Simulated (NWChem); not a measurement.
CaF cation; SMILES [F][Ca+]

```xyz
2

Ca     0.0000     0.0000    -0.6158
F      0.0000     0.0000     1.3651
```
Atoms are numbered in this order, from 1.

Level: B3LYP/6-31G* (spherical d) (NWChem), optimised geometry, unscaled harmonic frequencies. 

Question: List the harmonic frequencies with IR intensities, and the thermochemistry.

Answer: 
| frequency (cm⁻¹) | IR intensity (km/mol) |
|---|---|
| 655 | 76.0 |

- zero-point energy: 0.9 kcal/mol
- thermal correction to the enthalpy at 298.15 K (with zero-point energy): 3.1 kcal/mol
- heat capacity Cv: 5.9 cal/(mol K)
- entropy at 298.15 K and 1 atm (symmetry number 1): 53.3 cal/(mol K)

Rigid rotor and harmonic oscillator.
